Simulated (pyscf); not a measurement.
A first-order saddle from PySCF, ωB97X-D3(BJ)/def2-SVP:

```xyz
8

F      1.0371    -0.2570     0.9769
N     -0.2821    -0.5398     1.1921
F     -0.4222    -1.8025     0.6880
F     -2.5462     0.1987    -1.9054
Si    -1.0567     0.6203    -1.4428
F     -0.9276     2.2246    -1.5877
H     -0.7771     0.0977     0.2695
H     -0.0647    -0.0321    -2.3389
```
Charge 0, spin multiplicity 2.

Surface: doublet, charge 0. Lowest wavenumbers (cm⁻¹): 1798i, 20, 39, 77, 158.

Q: Name the species on either side of this saddle.

A: `[F][N][F]` [doublet] + `[F][SiH2][F]` ⇌ `[F][NH][F]` + `[F][SiH][F]` [doublet], a hydrogen abstraction read from left to right: H–Si broken and H–N formed. At ωB97M-D3(BJ)/def2-TZVP it lies +115.9 kJ/mol from the left side (each side as separated species at their lowest minima found). One saddle was located; it need not be the lowest between these sides. The angle at the transferred H is 157°.
